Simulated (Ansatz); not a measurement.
# Which is lower?

Two relaxed structures of BH4SeS (charge +1), closed shell (PBE0-D4/def2-TZVP; forces vanish, vibrations not checked).

A:

B1  (-1.527, 0.422, -0.614)
Se2  (-0.504, -1.030, 0.347)
S3  (1.507, -0.185, 0.509)
H4  (-2.664, 0.494, -0.293)
H5  (-0.919, 1.008, -1.442)
H6  (-1.042, -0.759, 1.700)
H7  (2.086, -1.399, 0.419)
(Å)

B:

B1  (-1.402, 0.431, -0.628)
Se2  (1.528, -0.132, 0.190)
S3  (-0.614, -0.468, 0.691)
H4  (-2.586, 0.370, -0.534)
H5  (-0.794, 1.004, -1.471)
H6  (1.993, 0.224, 1.551)
H7  (1.989, -1.531, 0.351)
(Å)

Ansatz 0.2.0; basis: def2-TZVPP; cores frozen in the correlated methods. Filled d shells of the heavier atoms are correlated. The def2 sets are not built for correlating such inner shells, so the correlated values are less sure here. B3LYP uses VWN-RPA correlation.

Q: Which structure is lower at CCSD(T), and by how much? (Judge from chemistry; the value comes from the calculation.)

A: By the calculation: B, by 8.51 kcal/mol (electronic energy, against the other). By their contacts, A is BH₄SeS ([BH2][SeH][SH]), total charge +1 and B is BH₄SeS ([BH2][S][SeH2]), total charge +1.

All methods give the same order:

```json
{"method": "PBE-D4", "E(B) − E(A) (kcal/mol)": "-11.55"}
{"method": "r2SCAN-D4", "E(B) − E(A) (kcal/mol)": "-10.75"}
{"method": "PBE0-D4", "E(B) − E(A) (kcal/mol)": "-9.87"}
{"method": "B3LYP-D4", "E(B) − E(A) (kcal/mol)": "-9.81"}
{"method": "wB97M-V", "E(B) − E(A) (kcal/mol)": "-9.02"}
{"method": "HF", "E(B) − E(A) (kcal/mol)": "-5.26"}
{"method": "MP2", "E(B) − E(A) (kcal/mol)": "-8.24"}
{"method": "CCSD", "E(B) − E(A) (kcal/mol)": "-7.78"}
{"method": "CCSD(T)", "E(B) − E(A) (kcal/mol)": "-8.51"}
```

T1 diagnostic: at most 0.013.

Labels in which every atom is bracketed show which atoms are joined, not bond orders.

For scale, one of the runs: CCSD(T)/def2-TZVPP, 177 basis functions, launched by `ansatz run in.yaml --threads 2 --pin off --events-out ev --progress --plain --max-ram 4352MiB`. The run took 49 s on 2 CPU threads of an Arm Neoverse V1 (shared host), with 1.6 GiB of host memory at its peak.
